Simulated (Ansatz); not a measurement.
One geometry of `CCCCCCCCCC[S][Ag]`, several levels of theory.

```yaml
crystal:
  periodic: [false, false, false]
  atoms:
    - {symbol: C, position_ang: [-4.514215, 0.670107, 2.039277]}
    - {symbol: C, position_ang: [-4.356289, -0.552611, 1.131875]}
    - {symbol: C, position_ang: [-3.398132, -0.351131, -0.050996]}
    - {symbol: C, position_ang: [-1.935738, -0.111360, 0.338027]}
    - {symbol: C, position_ang: [-0.993726, 0.025804, -0.861052]}
    - {symbol: C, position_ang: [0.467610, 0.266809, -0.474060]}
    - {symbol: C, position_ang: [1.412880, 0.382754, -1.674442]}
    - {symbol: C, position_ang: [2.872098, 0.697780, -1.316664]}
    - {symbol: C, position_ang: [3.578402, -0.399695, -0.511802]}
    - {symbol: C, position_ang: [5.027150, -0.061174, -0.166509]}
    - {symbol: S, position_ang: [5.958839, -1.373645, 0.718728]}
    - {symbol: Ag, position_ang: [4.590274, -1.817806, 2.564472]}
    - {symbol: H, position_ang: [-5.251783, 0.483923, 2.846011]}
    - {symbol: H, position_ang: [-3.559538, 0.952966, 2.528366]}
    - {symbol: H, position_ang: [-4.864766, 1.553936, 1.465171]}
    - {symbol: H, position_ang: [-4.009321, -1.421272, 1.735847]}
    - {symbol: H, position_ang: [-5.353716, -0.843348, 0.736768]}
    - {symbol: H, position_ang: [-3.449192, -1.243687, -0.713275]}
    - {symbol: H, position_ang: [-3.755658, 0.502174, -0.672009]}
    - {symbol: H, position_ang: [-1.854368, 0.803348, 0.966303]}
    - {symbol: H, position_ang: [-1.587513, -0.949476, 0.984767]}
    - {symbol: H, position_ang: [-1.345291, 0.857918, -1.512744]}
    - {symbol: H, position_ang: [-1.061130, -0.891245, -1.489751]}
    - {symbol: H, position_ang: [0.801696, -0.558075, 0.193844]}
    - {symbol: H, position_ang: [0.538478, 1.194756, 0.138848]}
    - {symbol: H, position_ang: [1.030449, 1.175235, -2.354957]}
    - {symbol: H, position_ang: [1.374576, -0.561755, -2.263294]}
    - {symbol: H, position_ang: [2.911831, 1.654794, -0.747883]}
    - {symbol: H, position_ang: [3.442959, 0.880638, -2.253572]}
    - {symbol: H, position_ang: [3.034673, -0.588393, 0.443416]}
    - {symbol: H, position_ang: [3.550964, -1.362091, -1.068064]}
    - {symbol: H, position_ang: [5.614762, 0.091285, -1.099809]}
    - {symbol: H, position_ang: [5.082754, 0.892547, 0.399153]}
basis:
  gaussian: {orbitals: def2-TZVP, initial_orbitals: start.molden}
hamiltonian: {xc: pbe0, dispersion: d4}
scf: {omitted_lower_state_checks: [starts]}
output: {forces: true, orbitals: {seedname: orbitals}}
```

The file start.molden holds the orbitals of an earlier run on this structure, at another level or in another basis.

```sh
$ ansatz run in.yaml --threads 4 --pin off --events-out ev --progress --plain --max-ram 6963MiB
```

Output, abridged:

```
Functional definition: PBE0
3381 factors; their error is unknown
mean field evaluation 1: about -25530.3930 eV, gradient 1.7e2 eV
mean field evaluation 2: about -25536.0140 eV, gradient 5.4e0 eV
mean field evaluation 4: about -25536.0861 eV, gradient 9.1e-1 eV
mean field evaluation 8: about -25536.0876 eV, gradient 3.1e-4 eV
mean field -25536.08758625 eV, -938.4339098128 hartree, gradient 2.3e-5 eV, S^2 0.000000; 0 other end points of the search recorded, 0 dependent functions left out
reference -25536.08764997 eV, -938.4339121545 hartree; 58, 58 occupied and 455, 455 virtual orbitals, 3381 factors
Total energy: -25536.80538485 eV, -938.4602884250 hartree
Atom 0 at    -4.514215     0.670107     2.039277 Å, force     0.010649     0.249715     0.143663 eV/Å
Atom 1 at    -4.356289    -0.552611     1.131875 Å, force    -0.101403    -0.286474     0.044933 eV/Å
Atom 2 at    -3.398132    -0.351131    -0.050996 Å, force    -0.063856     0.035794    -0.318463 eV/Å
Atom 3 at    -1.935738    -0.111360     0.338027 Å, force     0.124053     0.036039     0.349590 eV/Å
Atom 4 at    -0.993726     0.025804    -0.861052 Å, force    -0.116623    -0.024223    -0.352615 eV/Å
Atom 5 at     0.467610     0.266809    -0.474060 Å, force     0.102153     0.013335     0.356063 eV/Å
Atom 6 at     1.412880     0.382754    -1.674442 Å, force    -0.125590    -0.073303    -0.284945 eV/Å
Atom 7 at     2.872098     0.697780    -1.316664 Å, force     0.150125     0.256209    -0.025772 eV/Å
Atom 8 at     3.578402    -0.399695    -0.511802 Å, force    -0.121247    -0.311763     0.168145 eV/Å
Atom 9 at     5.027150    -0.061174    -0.166509 Å, force     0.233726     0.243346    -0.157956 eV/Å
Atom 10 at     5.958839    -1.373645     0.718728 Å, force    -0.380180     0.275502    -0.032849 eV/Å
Atom 11 at     4.590274    -1.817806     2.564472 Å, force     0.114656     0.043319    -0.174109 eV/Å
Atom 12 at    -5.251783     0.483923     2.846011 Å, force     0.344057     0.060069    -0.399818 eV/Å
Atom 13 at    -3.559538     0.952966     2.528366 Å, force    -0.450547    -0.160690    -0.250166 eV/Å
Atom 14 at    -4.864766     1.553936     1.465171 Å, force     0.165084    -0.434949     0.249910 eV/Å
Atom 15 at    -4.009321    -1.421272     1.735847 Å, force    -0.143391     0.424526    -0.275148 eV/Å
Atom 16 at    -5.353716    -0.843348     0.736768 Å, force     0.469672     0.162013     0.174454 eV/Å
Atom 17 at    -3.449192    -1.243687    -0.713275 Å, force     0.026368     0.398164     0.328689 eV/Å
Atom 18 at    -3.755658     0.502174    -0.672009 Å, force     0.167806    -0.379841     0.311782 eV/Å
Atom 19 at    -1.854368     0.803348     0.966303 Å, force    -0.049547    -0.413660    -0.314575 eV/Å
Atom 20 at    -1.587513    -0.949476     0.984767 Å, force    -0.165164     0.366099    -0.315995 eV/Å
Atom 21 at    -1.345291     0.857918    -1.512744 Å, force     0.166816    -0.367927     0.321833 eV/Å
Atom 22 at    -1.061130    -0.891245    -1.489751 Å, force     0.040013     0.409024     0.311453 eV/Å
Atom 23 at     0.801696    -0.558075     0.193844 Å, force    -0.158061     0.370384    -0.335775 eV/Å
Atom 24 at     0.538478     1.194756     0.138848 Å, force    -0.041792    -0.410807    -0.301652 eV/Å
Atom 25 at     1.030449     1.175235    -2.354957 Å, force     0.181088    -0.349334     0.330638 eV/Å
Atom 26 at     1.374576    -0.561755    -2.263294 Å, force     0.027213     0.423575     0.291843 eV/Å
Atom 27 at     2.911831     1.654794    -0.747883 Å, force    -0.032091    -0.451464    -0.247653 eV/Å
Atom 28 at     3.442959     0.880638    -2.253572 Å, force    -0.272360    -0.106841     0.431125 eV/Å
Atom 29 at     3.034673    -0.588393     0.443416 Å, force     0.242213     0.118144    -0.466702 eV/Å
Atom 30 at     3.550964    -1.362091    -1.068064 Å, force     0.021181     0.467361     0.248714 eV/Å
Atom 31 at     5.614762     0.091285    -1.099809 Å, force    -0.322478    -0.075103     0.439408 eV/Å
Atom 32 at     5.082754     0.892547     0.399153 Å, force    -0.042545    -0.506240    -0.248051 eV/Å
Dipole moment:    -0.616758     0.007310     0.475097 e Å
Checks for a lower state left out: starts
```

Run time 63 s (4 threads of Arm Neoverse V2 on a shared host), peak host memory 3.1 GiB.

As the first input, with `hamiltonian: {xc: {name: revPBE}, dispersion: d4}` (abridged; 17 s):

```
Functional definition: revPBE
mean field -25549.38501071 eV, -938.9225811485 hartree, gradient 8.7e-6 eV, S^2 0.000000
Total energy: -25552.02732181 eV, -939.0196842905 hartree
Atom 0 force     0.006057     0.317237     0.205834 eV/Å
Atom 1 force    -0.151481    -0.360450     0.056655 eV/Å
Atom 2 force    -0.093031     0.028441    -0.390606 eV/Å
Atom 3 force     0.133105     0.048037     0.428381 eV/Å
Atom 4 force    -0.137660    -0.027559    -0.421261 eV/Å
Atom 5 force     0.142387     0.010048     0.426870 eV/Å
Atom 6 force    -0.146121    -0.082249    -0.358876 eV/Å
Atom 7 force     0.197796     0.337914    -0.063284 eV/Å
Atom 8 force    -0.196618    -0.398044     0.185167 eV/Å
Atom 9 force     0.205142     0.321755    -0.101060 eV/Å
Atom 10 force    -0.088904     0.037348     0.021871 eV/Å
Atom 11 force     0.030942     0.030714    -0.084004 eV/Å
Atom 12 force     0.166336     0.023743    -0.201317 eV/Å
Atom 13 force    -0.234142    -0.091134    -0.137889 eV/Å
Atom 14 force     0.085077    -0.223477     0.118589 eV/Å
Atom 15 force    -0.064147     0.217979    -0.135662 eV/Å
Atom 16 force     0.226999     0.085101     0.084731 eV/Å
Atom 17 force     0.015790     0.195970     0.167933 eV/Å
Atom 18 force     0.086675    -0.189280     0.167666 eV/Å
Atom 19 force    -0.028857    -0.220739    -0.173269 eV/Å
Atom 20 force    -0.087146     0.185357    -0.165979 eV/Å
Atom 21 force     0.086292    -0.185921     0.169368 eV/Å
Atom 22 force     0.022212     0.207044     0.164520 eV/Å
Atom 23 force    -0.083755     0.198997    -0.185607 eV/Å
Atom 24 force    -0.021883    -0.209415    -0.159486 eV/Å
Atom 25 force     0.090558    -0.170515     0.168784 eV/Å
Atom 26 force     0.016670     0.212852     0.156128 eV/Å
Atom 27 force    -0.020920    -0.235558    -0.121086 eV/Å
Atom 28 force    -0.134005    -0.056267     0.214082 eV/Å
Atom 29 force     0.147686     0.069455    -0.266311 eV/Å
Atom 30 force     0.006678     0.253134     0.134004 eV/Å
Atom 31 force    -0.155205    -0.051224     0.216481 eV/Å
Atom 32 force    -0.022529    -0.279294    -0.121368 eV/Å
Dipole moment:    -0.539816     0.045969     0.339743 e Å
Checks for a lower state left out: starts
```

The first input with `gaussian: {orbitals: def2-SVP, initial_orbitals: start.molden}`, `output: {orbitals: {seedname: orbitals}}` (abridged; 13 s):

```
Functional definition: PBE0
mean field -25520.29554842 eV, -937.8535631269 hartree, gradient 2.5e-5 eV, S^2 0.000000
Total energy: -25521.01333775 eV, -937.8799413980 hartree
Checks for a lower state left out: starts
```

The first input with `gaussian: {orbitals: def2-SVP, initial_orbitals: start.molden}`, `hamiltonian: {xc: pbe, dispersion: d4}`, `output: {orbitals: {seedname: orbitals}}` (abridged; 6.5 s):

```
Functional definition: PBE
mean field -25517.54810221 eV, -937.7525963409 hartree, gradient 9.3e-6 eV, S^2 0.000000
Total energy: -25518.38832167 eV, -937.7834738363 hartree
Checks for a lower state left out: starts
```

First input, but with `hamiltonian: {xc: {name: B97M-V}}`, `output: {orbitals: {seedname: orbitals}}` (abridged; 60 s):

```
Functional definition: B97M-V
mean field -25550.57027207 eV, -938.9661387002 hartree, gradient 8.6e-5 eV, S^2 0.000000
Total energy: -25550.57039179 eV, -938.9661430997 hartree
Checks for a lower state left out: starts
```

Geometry: PBE-D4/def2-SVP.

In the def2 sets Ag takes a core potential; there is no spin–orbit coupling.
